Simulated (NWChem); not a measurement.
Molecule: CaBrCl; SMILES [Cl][Ca][Br]

```xyz
3

Ca     0.0208     0.5828     0.0000
Cl    -0.1954     3.1181     0.0000
Br     0.2498    -2.1020     0.0000
```
Atoms are numbered in this order, from 1.

Level: B3LYP/6-31G* (spherical d) (NWChem), optimised geometry, unscaled harmonic frequencies. This build's default masses of Se (78.918 u) and Br (79.917 u) are each other's, which moves their modes by up to 0.6 %.

```tsv
frequency (cm⁻¹)	IR intensity (km/mol)
57	62.3
211	1.7
408	108.8
```

```
Item                                                                                Value
-----------------------------------------------------------------------  ----------------
zero-point energy                                                            1.0 kcal/mol
thermal correction to the enthalpy at 298.15 K (with zero-point energy)      4.4 kcal/mol
heat capacity Cv                                                         11.2 cal/(mol K)
entropy at 298.15 K and 1 atm (symmetry number 1)                        57.3 cal/(mol K)
dipole moment                                                                      0.03 D
```

Rigid rotor and harmonic oscillator; modes under 100 cm⁻¹ make the entropy uncertain.
